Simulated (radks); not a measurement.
Fractional charge and spin in the 4s shell of gallium: the spin-up occupation runs from 0 to 1 and the spin-down occupation from 0 to 1; the fullest corner is Ga, [Ar] 3d10 4p(up 0.5, down 0.5) 4s(up 1, down 1). Calculated with a radial shooting solver on a logarithmic mesh with Libxc functionals: non-relativistic Kohn-Sham, r2SCAN, spin-polarised, spherical densities, point nucleus; meta-GGA in the generalised Kohn-Sham scheme. Energy (eV) above the fullest corner. The planes named below are the two flat planes that join the four corners, with an edge along up + down = one added electron.

down \ up,0,0.25,0.5,0.75,1
0,34.557,28.281,22.504,17.219,12.429
0.25,28.281,22.657,17.514,12.849,8.668
0.5,22.504,17.514,12.992,8.936,5.349
0.75,17.219,12.849,8.936,5.475,2.462
1,12.429,8.668,5.349,2.462,0.000

Corners above the fullest one (they belong to Ga+ and the next ion): (up 1, down 0) 12.429 eV, (up 0, down 1) 12.429 eV, (up 0, down 0) 34.557 eV. With half an added electron in each spin the energy lies 0.563 eV from the planes, and with half an added electron in spin up alone -0.989 eV. The planes are only a guide here: the flat-plane condition holds for ground states with one frontier orbital, while this shell lies below other occupied shells, so the corners above the fullest one are inner-hole states and not the ground states of those ions.
